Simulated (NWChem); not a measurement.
Program: NWChem. System: C3H3N2, charge 0, spin multiplicity 2, displaced from the optimised geometry. The structure started from a generated list of species. Its SCF solution wasn't tested for a lower state. Level: UBP86/def2-SVP.

Output (cleaned and shortened):

```
             Northwest Computational Chemistry Package (NWChem) 7.3.0
             --------------------------------------------------------

                                NWChem Input Module
                                -------------------

 Scaling coordinates for geometry "geometry" by  1.889725989
 (inverse scale =  0.529177249)

 Turning off AUTOSYM since
 SYMMETRY directive was detected!

                             Geometry "geometry" -> ""
                             -------------------------

 Output coordinates in angstroms (scale by  1.889725989 to convert to a.u.)

  No.       Tag          Charge          X              Y              Z
 ---- ---------------- ---------- -------------- -------------- --------------
    1 C                    6.0000    -0.62950500     1.05719900     0.00000000
    2 C                    6.0000    -1.18621500    -0.22554400     0.00000000
    3 N                    7.0000    -0.05480700    -1.06306100     0.00000000
    4 C                    6.0000     1.06728100    -0.25246800     0.00000000
    5 N                    7.0000     0.72219900     1.04734900     0.00000000
    6 H                    1.0000    -2.22429900    -0.61135600     0.00000000
    7 H                    1.0000    -0.05934100    -2.09600000     0.00000000
    8 H                    1.0000     2.10252500    -0.65778200     0.00000000

 Effective nuclear repulsion energy (a.u.)     152.4275398730

            Nuclear Dipole moment (a.u.)
            ----------------------------
        X                 Y               Z
 ---------------- ---------------- ----------------
    -0.0000094486    -0.0000000000     0.0000000000

      Symmetry information
      --------------------

 Group name             Cs
 Group number              2
 Group order               2
 No. of unique centers     8

      Symmetry unique atoms

     1    2    3    4    5    6    7    8


 Summary of "ao basis" -> "" (spherical)
 ------------------------------------------------------------------------------
       Tag                 Description            Shells   Functions and Types
 ---------------- ------------------------------  ------  ---------------------
 *                          def2-svp                  on all atoms

  perdew86 is a nonlocal functional; adding perdew81 local functional.

                                 NWChem DFT Module
                                 -----------------

 Summary of "ao basis" -> "ao basis" (spherical)
[...]
     2   2 0 0    -19.538396    -66.234105    -62.930584    109.626293
     2   1 1 0     -0.822385     -1.827147     -5.420587      6.425349
     2   1 0 1      0.000000     -0.000000      0.000000      0.000000
     2   0 2 0    -19.927812    -64.292547    -56.277139    100.641874
     2   0 1 1     -0.000000     -0.000000     -0.000000      0.000000
     2   0 0 2    -22.834078    -11.761870    -11.072208      0.000000

            General Information
            -------------------
          SCF calculation type: DFT
          Wavefunction type:  spin polarized.
          No. of atoms     :     8
          No. of electrons :    35
           Alpha electrons :    18
            Beta electrons :    17
          Charge           :     0
          Spin multiplicity:     2
          Use of symmetry is: on ; symmetry adaption is: on
          Maximum number of iterations: 100
          AO basis - number of functions:    85
                     number of shells:    39
          Convergence on energy requested:  1.00D-06
          Convergence on density requested:  1.00D-05
          Convergence on gradient requested:  5.00D-04

              XC Information
              --------------
                    Becke 1988 Exchange Functional  1.000
                Perdew 1981 Correlation Functional  1.000 local
                Perdew 1986 Correlation Functional  1.000 non-local

             Grid Information
             ----------------
          Grid used for XC integration:  medium
          Radial quadrature: Mura-Knowles
          Angular quadrature: Lebedev.
          Tag              B.-S. Rad. Rad. Pts. Rad. Cut. Ang. Pts.
          ---              ---------- --------- --------- ---------
          C                   0.70       49          10.0       434
          N                   0.65       49          10.0       434
          H                   0.35       45          11.0       434
          Grid pruning is: on
          Number of quadrature shells:   380
          Spatial weights used:  Erf1

          Convergence Information
          -----------------------
          Convergence aids based upon iterative change in
          total energy or number of iterations.
          Levelshifting, if invoked, occurs when the
          HOMO/LUMO gap drops below (HL_TOL):  1.00D-02
          DIIS, if invoked, will attempt to extrapolate
          using up to (NFOCK): 10 stored Fock matrices.

                    Damping( 0%)  Levelshifting(0.5)       DIIS
                  --------------- ------------------- ---------------
          dE  on:    start            ASAP                start
          dE off:    2 iters        100 iters           100 iters

      Screening Tolerance Information
      -------------------------------
          Density screening/tol_rho:  1.00D-10
          AO Gaussian exp screening on grid/accAOfunc:  14
          CD Gaussian exp screening on grid/accCDfunc:  20
          XC Gaussian exp screening on grid/accXCfunc:  20
          Schwarz screening/accCoul:  1.00D-08

                            NWChem DFT Gradient Module
                            --------------------------

  charge          =   0.00
  wavefunction    = open shell

  Using symmetry

                         DFT ENERGY GRADIENTS

    atom               coordinates                        gradient
                 x          y          z           x          y          z
   1 C      -1.189592   1.997816   0.000000   -0.011420   0.012134   0.000000
   2 C      -2.241621  -0.426216   0.000000   -0.006006  -0.003917   0.000000
   3 N      -0.103570  -2.008894   0.000000    0.000029  -0.004677   0.000000
   4 C       2.016869  -0.477095   0.000000    0.002822  -0.001644   0.000000
   5 N       1.364758   1.979203   0.000000    0.014860   0.011640   0.000000
   6 H      -4.203316  -1.155295   0.000000   -0.008470  -0.002627   0.000000
   7 H      -0.112138  -3.960866   0.000000   -0.000064  -0.007933   0.000000
   8 H       3.973196  -1.243028   0.000000    0.008249  -0.002976   0.000000

                 ----------------------------------------
                 |  Time  |  1-e(secs)   |  2-e(secs)   |
                 ----------------------------------------
                 |  CPU   |       0.01   |       3.47   |
                 ----------------------------------------
                 |  WALL  |       0.01   |       3.47   |
                 ----------------------------------------

 Task  times  cpu:       15.3s     wall:       15.3s

 Total times  cpu:       15.3s     wall:       15.3s
```

Write an NWChem input that would produce this output.

This is not unique; one that fits is 
```
start mol
memory heap 200 mb stack 900 mb global 1100 mb
geometry units angstroms nocenter noautoz
  C     -0.629505     1.057199     0.000000
  C     -1.186215    -0.225544     0.000000
  N     -0.054807    -1.063061     0.000000
  C      1.067281    -0.252468     0.000000
  N      0.722199     1.047349     0.000000
  H     -2.224299    -0.611356     0.000000
  H     -0.059341    -2.096000     0.000000
  H      2.102525    -0.657782     0.000000
  symmetry group Cs
end
basis spherical
  * library def2-svp
end
dft
  xc becke88 perdew86
  odft
  mult 2
  semidirect memsize 60000000 filesize 0
  iterations 100
  vectors input hcore
end
task dft gradient
```
